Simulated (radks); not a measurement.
Results of a calculation; reference values are marked as such.
Ionisation of neutral silver, [Kr] 4d10 5s1, to Ag+, [Kr] 4d10, under several functionals. Scalar-relativistic Kohn-Sham, spin-polarised, spherical densities, finite nucleus; open shells are filled with parallel spins first (spin-orbit coupling, left out, can overturn this in heavy ions); a radial shooting solver on a logarithmic mesh with Libxc functionals.

functional                                      E(Ag) (hartree)  Exc (hartree)  IE (eV)  -e(HOMO) (eV)  <r> HOMO (bohr)  IE error (eV)
OLYP                                                -5318.06726     -151.35892    7.582          4.375            3.167         +0.006
revPBE                                              -5316.15718     -149.32305    7.821          4.648            3.150         +0.245
LDA (Slater exchange, VWN5 correlation)             -5311.05075     -144.15383    8.260          4.988            3.091         +0.684
exchange-only LDA                                   -5306.57781     -139.60563    7.389          4.239            3.190         -0.188
MS2 meta-GGA                                        -5315.86036     -148.91940    7.770          4.674            3.154         +0.193
r2SCAN                                              -5316.67557     -149.63979    7.791          4.961            3.127         +0.215
exchange-only PBE                                   -5313.46899     -146.56855    7.469          4.271            3.244         -0.107
LDA (Slater exchange, Perdew-Wang correlation)      -5311.03114     -144.13360    8.256          4.981            3.092         +0.680
TASK exchange with Perdew-Wang LDA correlation      -5315.50373     -148.38895    7.518          5.308            3.020         -0.058
RPBE                                                -5316.24474     -149.41191    7.816          4.633            3.163         +0.240

NIST Atomic Spectra Database: 7.576 eV (measured). Closest: OLYP. The Delta-SCF values span 0.87 eV, the total energies 11.49 hartree. The highest occupied level is 5s.
